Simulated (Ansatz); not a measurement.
Mulliken charges of FSe, SMILES `F[Se]` radical from PBE/def2-TZVPP in Ansatz (PBE0-D4/def2-TZVP geometry).

```
atom  x (Å)  y (Å)  z (Å)  charge (e)
  F1  0.000  0.000  0.035      -0.240
 Se2  0.000  0.000  1.773       0.240
```

Question: By hand: the dipole of these point charges (1 e Å = 4.8032 D).

Answer: Σ q r = (0.000, 0.000, 0.417) e Å, of length 0.417 e Å = 2.00 D.

Question: How does the dipole of the full density compare? (Estimate.)

Answer: Ansatz gave: (0.000, 0.000, 0.255) e Å, 1.22 D; the point charges give 1.64 times that, at 0° from its direction.

Point charges leave out the atoms' own dipoles, such as those of lone pairs, and Mulliken's split depends on the basis, so the two needn't agree.
